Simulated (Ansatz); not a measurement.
Cl3Ga (SMILES [Cl][Ga]([Cl])[Cl]) moved off its minimum; all values from Ansatz (a quantum-chemistry and plane-wave program), cores frozen in correlated methods.
(charge 0, multiplicity 1)
```xyz
4

Ga     0.1204    -0.0668    -0.2018
Cl    -1.8699    -0.9672    -0.3561
Cl    -0.0290     1.7319    -0.6024
Cl     1.7869    -0.8579     0.9198
```

**Question.** Give the forces (eV/Å), the total energy and the dipole at CCSD(T)/def2-TZVPPD.

**Answer.** 
```
atom      Fx      Fy      Fz
----  ------  ------  ------
Ga1   -0.035  -8.840   2.669
Cl2    0.632  -0.350   0.001
Cl3   -0.306   9.307  -2.285
Cl4   -0.292  -0.117  -0.385
```
Energy -3302.6335 hartree, dipole 1.47 D.
